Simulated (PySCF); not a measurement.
# Gas-phase XPS of `C=CSc1ccccc1`, computed

Species: C8H8S.
Structure used (PBE0-D3(BJ)/def2-SVP), in Å, numbered top down from 1:
```xyz
17
C8H8S angstrom
C      2.5343   -0.1559    1.0396
C      2.4593   -1.2328    0.2533
S      1.0853   -1.8319   -0.6620
C     -0.1687   -0.6389   -0.2557
C     -0.3483    0.4898   -1.0605
C     -1.3458    1.4121   -0.7497
C     -2.1643    1.2097    0.3611
C     -1.9864    0.0824    1.1629
C     -0.9913   -0.8433    0.8559
H      3.4720    0.0820    1.5464
H      1.6815    0.5079    1.2023
H      3.3287   -1.8836    0.1053
H      0.3003    0.6372   -1.9267
H     -1.4849    2.2934   -1.3804
H     -2.9467    1.9332    0.6019
H     -2.6286   -0.0794    2.0319
H     -0.8421   -1.7305    1.4750
```

Level of theory: delta-SCF UKS SCAN, pcX-2 on the ionised atom, pcseg-1 elsewhere, spin-free X2C (PySCF). These are vertical core ionisation energies against the vacuum level, from separate self-consistent calculations with and without the core hole.

What binding energy does each computed site have?

```
atom(s)                           bonded to  level  binding energy (eV)  above the level's lowest (eV)  count
     C1             C (double bond) and 2 H   C 1s               289.68                           0.00      1
     C2            S, C (double bond) and H   C 1s               290.78                          +1.10      1
     S3                                 2 C   S 1s              2477.08                           0.00      1
     C4  S and 2 C (aromatic in the SMILES)   C 1s               290.83                          +1.15      1
  C5/C9  2 C (aromatic in the SMILES) and H   C 1s               290.38                          +0.70      2
  C6/C8  2 C (aromatic in the SMILES) and H   C 1s               290.42                          +0.74      2
     C7  2 C (aromatic in the SMILES) and H   C 1s               290.42                          +0.74      1
```

Lowest listed C 1s: C1, bonded to C (double bond) and 2 H. Highest, 1.15 eV above it: C4, bonded to S and 2 C (aromatic in the SMILES). The widest gap between neighbouring values is 0.70 eV, between 289.68 and 290.38 eV. The values 290.38, 290.42 and 290.42 eV; the values 290.78 and 290.83 eV lie too close for their order to be trusted.

Which effective nuclear charge Zeff reproduces each element's mean 1s value in the hydrogen-like formula E = 13.606 eV × Zeff²?

C (Z = 6): mean 290.4 eV, Zeff = 4.62, Z − Zeff = 1.38; S (Z = 16): mean 2477.1 eV, Zeff = 13.49, Z − Zeff = 2.51. Means run over the listed sites, weighted by atom count.

The first atom of each set that the bonding makes equivalent was ionised and stands for the set. Not every level is listed. The unrestricted hole states depart most from a pure doublet (⟨S²⟩ = 0.75; over 0.85 named) for C 1s of C2 (0.87), which makes this value less certain. Geometry: PBE0-D3(BJ)/def2-SVP, one conformer, isolated molecule.
